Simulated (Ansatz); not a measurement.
`C=CCCCCCCCCC[S][Ag]` was relaxed with PBE-D4 (def2-SVP) in Ansatz in these states: charge -1 doublet, neutral singlet. The geometries follow in no particular order.

In the def2 sets Ag takes a core potential; there is no spin–orbit coupling.

A:

```csv
atom,x (Å),y (Å),z (Å)
C1,1.544,2.238,-5.245
C2,0.457,1.878,-4.525
C3,0.014,2.533,-3.246
C4,0.121,1.641,-1.990
C5,-0.770,0.394,-2.016
C6,-0.695,-0.469,-0.748
C7,-1.265,0.188,0.516
C8,-1.291,-0.724,1.751
C9,0.084,-1.119,2.299
C10,0.015,-1.982,3.565
C11,1.385,-2.379,4.123
S12,1.312,-3.473,5.598
Ag13,0.388,-1.933,7.298
H14,1.828,1.713,-6.171
H15,2.186,3.079,-4.930
H16,-0.154,1.029,-4.883
H17,0.610,3.458,-3.087
H18,-1.048,2.860,-3.347
H19,1.181,1.332,-1.855
H20,-0.134,2.260,-1.103
H21,-1.827,0.706,-2.187
H22,-0.494,-0.232,-2.893
H23,0.363,-0.765,-0.574
H24,-1.244,-1.420,-0.927
H25,-0.684,1.106,0.761
H26,-2.300,0.538,0.293
H27,-1.870,-1.646,1.513
H28,-1.861,-0.218,2.561
H29,0.668,-0.194,2.514
H30,0.664,-1.662,1.517
H31,-0.568,-2.910,3.365
H32,-0.542,-1.445,4.366
H33,1.959,-2.925,3.337
H34,1.969,-1.458,4.350
```

B:

```tsv
atom	x (Å)	y (Å)	z (Å)
C1	4.529	-2.925	2.197
C2	3.484	-3.121	1.372
C3	3.303	-2.460	0.033
C4	2.135	-1.455	-0.030
C5	0.748	-2.069	0.194
C6	-0.406	-1.057	0.160
C7	-0.641	-0.391	-1.202
C8	-1.854	0.548	-1.250
C9	-1.723	1.809	-0.388
C10	-2.936	2.740	-0.483
C11	-2.790	4.011	0.350
S12	-4.264	5.108	0.395
Ag13	-4.637	5.555	-1.868
H14	4.599	-3.429	3.173
H15	5.359	-2.251	1.922
H16	2.680	-3.809	1.695
H17	4.244	-1.941	-0.248
H18	3.133	-3.245	-0.741
H19	2.307	-0.653	0.723
H20	2.164	-0.956	-1.023
H21	0.570	-2.859	-0.571
H22	0.730	-2.589	1.175
H23	-0.221	-0.280	0.935
H24	-1.345	-1.570	0.468
H25	0.265	0.178	-1.508
H26	-0.769	-1.188	-1.969
H27	-2.766	-0.013	-0.941
H28	-2.034	0.855	-2.304
H29	-0.804	2.363	-0.688
H30	-1.567	1.526	0.677
H31	-3.857	2.204	-0.167
H32	-3.107	3.030	-1.547
H33	-2.634	3.746	1.420
H34	-1.895	4.588	0.038
```

Problem. Judge from the bond lengths which geometry belongs to which state (an estimate).

Solution. A is the charge -1 doublet (S12–Ag13 2.473 Å, C1–C2 1.352 Å, C11–H34 1.114 Å); B is the neutral singlet (S12–Ag13 2.337 Å, C1–C2 1.345 Å, C11–H34 1.110 Å).

At PBE-D4/def2-SVP the highest occupied level of the relaxed charge -1 doublet lies above zero (up to 1.04 eV). By energy differences its removal costs 1.06 eV (each at its own geometry, to the charge 0 singlet, at PBE-D4/def2-SVP); self-interaction error and the lack of diffuse functions both raise the level. At PBE-D4/def2-SVP the gap within one spin of the relaxed charge -1 doublet nearly closes, so an electron or hole may be smeared out by delocalisation error. The restricted singlet is unstable towards broken spin symmetry in Hartree–Fock (as tested in another run); at PBE-D4/def2-SVP this wasn't settled.
